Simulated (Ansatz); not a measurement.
```yaml
crystal:
  periodic: [false, false, false]
  atoms:
    - {symbol: S, position_ang: [-0.726536, 0.314488, -2.049692]}
    - {symbol: Zn, position_ang: [0.128793, 0.321847, -0.064535]}
    - {symbol: S, position_ang: [0.997994, 0.368617, 1.914046]}
    - {symbol: H, position_ang: [-1.883162, -0.220608, -1.619994]}
    - {symbol: H, position_ang: [1.532812, -0.857945, 1.778875]}
basis:
  gaussian: {orbitals: def2-SVPD}
magnetization: {spin_polarized: true, initial_magnetization: 6}
hamiltonian: {xc: {name: PBE0}, dispersion: d3bj}
accuracy: high
output: {forces: true}
```

```sh
$ ansatz run in.yaml --threads 2 --pin off --events-out ev --progress --plain --max-ram 32768MiB --backend cpu
```

Output, abridged:

```
Functional definition: PBE0
1917 factors; integrals over basis functions are off by at most 4.0e-9 eV
mean field evaluation 1: about -70078.5583 eV, gradient 2.1e1 eV
mean field evaluation 2: about -70076.9624 eV, gradient 3.3e1 eV
mean field evaluation 4: about -70080.6128 eV, gradient 1.4e0 eV
mean field evaluation 8: about -70081.0507 eV, gradient 7.0e-1 eV
mean field evaluation 16: about -70081.0792 eV, gradient 3.0e-2 eV
mean field evaluation 32: about -70081.2314 eV, gradient 1.8e-3 eV
mean field -70081.23143513 eV, -2575.4377524762 hartree, gradient 1.4e-8 eV, S^2 12.007200; 7 other end points of the search recorded, 0 dependent functions left out
reference -70081.23143793 eV, -2575.4377525792 hartree; 35, 29 occupied and 69, 75 virtual orbitals, 1917 factors
Total energy: -70081.33288467 eV, -2575.4414806782 hartree
Atom 0 at    -0.726536     0.314488    -2.049692 Å, force     2.233147     1.672401    -4.483169 eV/Å
Atom 1 at     0.128793     0.321847    -0.064535 Å, force     0.771646     0.483573     0.902804 eV/Å
Atom 2 at     0.997994     0.368617     1.914046 Å, force     1.238077     0.364158     2.763774 eV/Å
Atom 3 at    -1.883162    -0.220608    -1.619994 Å, force    -4.753536    -1.952535     0.301988 eV/Å
Atom 4 at     1.532812    -0.857945     1.778875 Å, force     0.510666    -0.567596     0.514603 eV/Å
Dipole moment:     0.045933    -0.220011    -0.010061 e Å
```

Question: Something in this input is off. What?

Answer: The spin is set far too high for this molecule. The calculation finished and met its thresholds. The result belongs to that input, not to the molecule as meant.
